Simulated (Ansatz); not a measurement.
Se3⁻. Total charge -1; doublet. Geometry PBE0-D4/def2-TZVPD, basis def2-TZVPD, Ansatz.

Cartesian coordinates in Å:
```
Se 1.603 0.273 0.199
Se -0.474 0.782 -0.743
Se -1.129 -1.055 0.545
```

| run | HOMO (eV) | LUMO (eV) |
| --- | --- | --- |
| A | -3.06 | 3.77 |
| B | 0.11 | 0.57 |
| C | 0.40 | 0.48 |
| D | -0.74 | 1.18 |
| E | 0.26 | 0.42 |

Another isomer (doublet) lies 0.74 eV lower at PBE0-D4/def2-TZVPD; other spin states weren't run for this one.

HOMO and LUMO are taken over both spins.

Question: The runs used BLYP, HF, PBE, PBE0, r2SCAN. Estimate which is which.

Answer: A HF (100 % exact exchange); B r2SCAN (0 % exact exchange); C BLYP (0 % exact exchange); D PBE0 (25 % exact exchange); E PBE (0 % exact exchange). Exact exchange lowers occupied and raises empty levels; among semilocal functionals meta-GGAs tend to open the gap a little, and such runs are hard to tell apart. The gap grows from 0.09 eV (BLYP) to 6.83 eV (HF). At r2SCAN-D4/def2-TZVPD, BLYP-D4/def2-TZVPD, PBE-D4/def2-TZVPD the highest occupied level of the charge -1 doublet lies above zero (up to 0.40 eV). The electron is either unbound and held by the finite basis, or the level is raised by self-interaction error.
